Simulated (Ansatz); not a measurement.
A structure relaxed at PBE-D4/def2-SVP in Ansatz, charge 0, singlet:

```csv
atom,x (Å),y (Å),z (Å)
Sr1,1.268,1.914,0.088
Sr2,1.180,-2.273,1.694
Sr3,-1.950,-0.607,-1.062
S4,-1.521,2.156,-0.477
S5,-0.350,1.455,-2.221
S6,2.475,0.077,1.626
S7,-1.101,-2.722,0.352
```

**Question.** Give its formula and point group.

**Answer.** Sr3S4. Point group C2v (tolerance 0.1 Å).

**Question.** Summarise the bond lengths by kind (pairs closer than 1.2 times the sum of covalent radii, bridged metal pairs left out).

**Answer.** 8 × S–Sr 2.68 to 2.86 Å; 1 × S–S 2.21 Å.

In the def2 sets Sr takes a core potential; there is no spin–orbit coupling. Another isomer (singlet) lies 0.34 eV lower at PBE0-D4/def2-TZVP; other spin states weren't run for this one.
